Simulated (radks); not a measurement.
Values are calculated unless marked as measured or tabulated.
Species: Tc V. Configuration: [Kr] 4d3.

Level of theory: scalar-relativistic Kohn-Sham, SCAN, spin-polarised, spherical densities, finite nucleus; open shells are filled with parallel spins first (spin-orbit coupling, left out, can overturn this in heavy ions); meta-GGA in the generalised Kohn-Sham scheme; Fermi nuclear charge, rms radius 4.4112 fm (a radial shooting solver on a logarithmic mesh with Libxc functionals).

Energy parts (hartree):
| part | energy |
|---|---|
| total | -4283.13076 |
| kinetic | 4422.94757 |
| electron-nucleus | -10254.56715 |
| Hartree | 1676.22717 |
| exchange-correlation | -127.73836 |

Orbitals (lengths in bohr, moments of r in powers of bohr; <r^-3> diverges for s and p1/2; r(90%) holds 90 % of the orbital's charge):
orbital  occ.  eigenvalue (hartree)  <r^-3>  r(90%)     <r^2>
1s up       1             -770.2854       -  0.0614  0.001587
1s down     1             -770.2856       -  0.0614  0.001587
2s up       1             -111.9190       -   0.231   0.02635
2s down     1             -111.8972       -   0.231   0.02634
2p up       3             -100.2303    2769   0.212   0.02077
2p down     3             -100.2134    2770   0.212   0.02077
3s up       1             -21.14079       -   0.611    0.1964
3s down     1             -21.13187       -   0.611    0.1965
3p up       3             -17.26664   470.2   0.627    0.2008
3p down     3             -17.25539   469.7   0.627    0.2008
3d up       5             -11.03521   62.70   0.635    0.1908
3d down     5             -11.01431   62.65   0.635    0.1906
4s up       1              -4.50870       -    1.52     1.242
4s down     1              -4.39207       -    1.51     1.229
4p up       3              -3.42820   71.90    1.68     1.490
4p down     3              -3.30128   73.75    1.67     1.474
4d up       3              -1.85184   6.548    2.17     2.371

The highest occupied level is 4d up at -50.391 eV. Summed over all electrons, <r^2> = 22.16 bohr^2, which gives a Langevin (diamagnetic) susceptibility term of -17.6 x 10^-6 cm^3/mol. For comparison, the ionisation energy in NIST's Atomic Spectra Database is 57 eV (theoretical). In exact Kohn-Sham theory the highest level is minus the ionisation energy, but local and semilocal functionals leave it too shallow, through self-interaction and a potential that decays too fast; potentials with the right tail come closer. The electron density at the nucleus is 1.022e+05 e/bohr^3 (large components only). The spin density at the nucleus is -3.726 e/bohr^3 (1s -0.064, 2s -1.087, 3s 0.999, 4s -3.574). Spin moment in Bohr magnetons: 3. The density falls to 0.001 e/bohr^3 at r = 3.01 bohr.

Empty levels of this run are not shown, since the potential may be unsettled where no density lies.
